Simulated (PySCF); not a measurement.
# Two-component Hartree-Fock for Mo⁺ (molybdenum, charge +1)

Start: [Kr] 4d5; 4d3/2 filled at m_j = -3/2, -1/2, +1/2, +3/2; 4d5/2 filled at m_j = +5/2. Calculated with PySCF 2.14 in x2c-TZVPPall-2c (8s9p7d2f1g, 93 functions): generalised Hartree-Fock with the X2C-1e Hamiltonian and a Gaussian nucleus; one run each with spin-orbit coupling (SO) switched off, then screened by Boettger's factors.

```tsv
spinor shell	electrons	ε, spin-free (eV)	ε, screened SO (eV)	weight of nominal j (screened SO)	rms radius, screened SO (bohr)
1s1/2	2	-20113.9	-20112.8	1.000	0.0404
2s1/2	2	-2921.6	-2921.3	1.000	0.166
2p1/2	2	-2606.0	-2679.6	1.000	0.145
2p3/2	4	-2606.0	-2571.5	1.000	0.149
3s1/2	2	-534.91	-534.84	1.000	0.456
3p1/2	2	-428.66	-441.27	1.000	0.455
3d3/2	4	-255.80	-257.96	0.970	0.451
3d5/2	6	-255.80	-254.30	0.980	0.455
4s1/2	2	-85.702	-85.688	1.000	1.19
4p1/2	2	-54.654	-59.471	0.651	1.34
4p3/2	4	-54.654	-52.296	0.826	1.34
4d3/2	4	-16.368	-16.393	0.524	2.01
4d5/2	1	-16.368	-16.255	1.000	2.02
```

(1) Where does 3p3/2 lie, and what is the 3p spin-orbit splitting (screened SO)?

```csv
quantity,spin-free,screened SO
E (hartree),-4045.72511,-4046.20076
M_J,5/2,5/2
⟨J²⟩,8.753,8.753
⟨L²⟩,0.000,0.014
⟨S²⟩,8.753,8.748
```

Each row is a mean over spinors that exchange with the open shell spreads, by up to 8.278 eV (4p3/2).

Rows whose weight is well below 1 are mixtures of j = l ± 1/2: exchange outweighs spin-orbit coupling there, and the label is only the starting occupation.

Breit and QED terms are absent; they matter most for the inner s and p1/2 levels.

Densities and radii are taken from the X2C orbitals without a picture-change correction, which distorts them close to the nucleus.

Without spin-orbit coupling the j labels of p, d and f shells carry no meaning; the spin-free column gives the mean over the occupied spinors of each nl shell.

## Answers

(1) At -422.71 eV, 18.560 eV above 3p1/2.
